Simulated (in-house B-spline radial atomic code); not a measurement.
Successive ionisation energies of mercury; each step leads to the configuration of the next row (after the last: [Kr] 4d10 4f1). Dirac energy differences include first-order Breit, QED and recoil terms. NIST's values go from ground level to ground level; the uncertainty of those that are theory runs from under 0.1 % in few-electron ions to several per cent in heavy many-electron ones. Computed with a radial B-spline atomic code at the basis-set limit: Dirac-Hartree-Fock, average of the configuration, finite nuclei.

```
  ion           configuration  ionisation energy (eV)  tabulated value (eV)    tabulated kind  computed minus tabulated (eV)  highest orbital  largest mean radius (bohr)
Hg15+  [Kr] 4d10 4f14 5s2 5p3                   353.6                   357  tabulated theory                           -3.4            5p3/2                     0.94171
Hg16+  [Kr] 4d10 4f14 5s2 5p2                   378.1                   402  tabulated theory                          -23.9            5p3/2                     0.93136
Hg17+  [Kr] 4d10 4f14 5s2 5p1                       ?                     ?  tabulated theory                              ?                ?                           ?
Hg18+      [Kr] 4d10 4f14 5s2                   507.4                   477  tabulated theory                           30.4            5s1/2                     0.82627
Hg19+      [Kr] 4d10 4f13 5s2                   517.1                   530  tabulated theory                          -12.9            5s1/2                     0.81396
Hg20+      [Kr] 4d10 4f13 5s1                   546.4                   560  tabulated theory                          -13.6            5s1/2                     0.80657
Hg21+          [Kr] 4d10 4f13                   618.5                   590  tabulated theory                           28.5            4f7/2                      0.4486
Hg22+          [Kr] 4d10 4f12                   665.5                   650  tabulated theory                           15.5            4f7/2                     0.44139
Hg23+          [Kr] 4d10 4f11                   713.7                   710  tabulated theory                            3.7            4f7/2                     0.43498
Hg24+          [Kr] 4d10 4f10                   763.1                   760  tabulated theory                            3.1            4f7/2                     0.43163
Hg25+           [Kr] 4d10 4f9                   813.7                   820  tabulated theory                           -6.3            4f7/2                     0.42828
Hg26+           [Kr] 4d10 4f8                   865.4                   880  tabulated theory                          -14.6            4f7/2                     0.42493
Hg27+           [Kr] 4d10 4f7                       ?                     ?  tabulated theory                              ?                ?                           ?
Hg28+           [Kr] 4d10 4f6                   972.1                   990  tabulated theory                          -17.9            4f7/2                     0.41828
Hg29+           [Kr] 4d10 4f5                  1027.1                  1050  tabulated theory                          -22.9            4f7/2                     0.41497
Hg30+           [Kr] 4d10 4f4                       ?                     ?  tabulated theory                              ?                ?                           ?
Hg31+           [Kr] 4d10 4f3                  1140.5                  1160  tabulated theory                          -19.5            4f7/2                     0.40844
Hg32+           [Kr] 4d10 4f2                  1198.7                  1220  tabulated theory                          -21.3            4f7/2                     0.40521
```

Q: Fill in the row of Hg17+.

A: ionisation energy (eV): 403.1; tabulated value (eV): 429; computed minus tabulated (eV): -25.9; highest orbital: 5p3/2; largest mean radius (bohr): 0.92139.

Q: Fill in the row of Hg27+.

A: ionisation energy (eV): 918.2; tabulated value (eV): 930; computed minus tabulated (eV): -11.8; highest orbital: 4f7/2; largest mean radius (bohr): 0.4216.

Q: Fill in the row of Hg30+.

A: ionisation energy (eV): 1083.2; tabulated value (eV): 1110; computed minus tabulated (eV): -26.8; highest orbital: 4f7/2; largest mean radius (bohr): 0.41169.

Where a p, d or f electron is removed, the computed value is a mean over both j, so it misses the tabulated one by a part of the spin-orbit splitting; averaging over terms and missing correlation add to the gap, relatively most at low charge.
